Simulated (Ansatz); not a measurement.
Computed with Ansatz on PBE0-D4/def2-TZVP structures; ΔE is electronic, products minus reactants. CCSD(T)/CBS is the MP2 limit (def2-TZVPP, def2-QZVPP) plus CCSD(T) − MP2 in def2-TZVPP, frozen cores. DFT in def2-TZVPP. One conformer a species, not always the lowest.

Reaction (ligand exchange at the Si–C bond): `C=[CH][AlH][CH2][SiH3]` + silanol → disiloxane + `C=[CH][AlH][CH3]`

Task: Is it downhill or uphill in electronic energy at CCSD(T)/CBS, and by how much? (An estimate is asked.)

Result: Computed: Downhill: ΔE = -91.4 kJ/mol.

Task: What do these levels give: r2SCAN-D4, ωB97M-V, B2PLYP, r2SCAN, MP2/def2-TZVPP, SCS-MP2/def2-TZVPP, CCSD(T)/def2-TZVPP, HF/def2-QZVPP, MP2/def2-QZVPP, HF/CBS(def2), MP2/CBS(def2), CCSD/CBS(def2)? (Best estimate.)

Result: Computed: r2SCAN-D4 -89.2, ωB97M-V -90.6, B2PLYP -98.5, r2SCAN -90.2, MP2/def2-TZVPP -91.7, SCS-MP2/def2-TZVPP -97.6, CCSD(T)/def2-TZVPP -91.3, HF/def2-QZVPP -119.7, MP2/def2-QZVPP -92.6, HF/CBS(def2) -120.0, MP2/CBS(def2) -91.9, CCSD/CBS(def2) -95.5 kJ/mol.

Largest T1 diagnostic among the species: 0.011.

In def2-TZVPP, CCSD(T) changes the Hartree–Fock value by +26.4 kJ/mol (the triples alone add +4.1 kJ/mol) and MP2 by +25.9 kJ/mol. The D4 term adds +4.3 kJ/mol with B3LYP and +2.5 kJ/mol with PBE0; it sums over pairs of atoms, weighted by their polarisabilities, and B3LYP, whose exchange is more repulsive, gets the larger term. From PBE to PBE0 (25 % exact exchange), in def2-TZVPP and without D4, ΔE moves by −4.7 kJ/mol.

B3LYP here is the variant with VWN-RPA as its local correlation; programs differ in this.
